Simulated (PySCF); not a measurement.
## Excitation energy of Bi+ by level of theory

Bi+ [Xe] 4f14 5d10 6s2 6p2 (3P) → Bi+ [Xe] 4f14 5d10 6s2 6p1 7s1 (3P), as a difference of total energies. All numbers are calculated (PySCF 2.14, scalar relativity through the core potential, in aug-cc-pV5Z-PP with ECP60MDF (8s8p6d4f3g2h, 139 functions)). Correlated levels: valence: 5s2 5p6 5d10 frozen. The calculations carry no spin-orbit coupling.

```json
{"method": "UHF", "excitation energy (eV)": "7.521"}
{"method": "LDA", "excitation energy (eV)": "7.475"}
{"method": "PBE", "excitation energy (eV)": "7.335"}
{"method": "PBE0", "excitation energy (eV)": "7.504"}
{"method": "r2SCAN", "excitation energy (eV)": "7.714"}
{"method": "MN15", "excitation energy (eV)": "7.617"}
{"method": "r2SCAN0", "excitation energy (eV)": "7.777"}
{"method": "BLYP", "excitation energy (eV)": "7.326"}
{"method": "MP2 (valence)", "excitation energy (eV)": "7.580"}
{"method": "SCS-MP2 (valence)", "excitation energy (eV)": "7.590"}
```

Task: How much does correlation contribute at MP2 (valence)?

Result: 7.580 − (7.521) = 0.059 eV, measured against UHF.

Spin-orbit coupling is strong in these open shells (close to jj coupling). The scalar numbers leave it out and a first-order estimate fails, so it can dominate the gap to the real levels.

The promoted electron is Rydberg-like, and one or two diffuse shells describe it only roughly, which tends to raise the upper state.
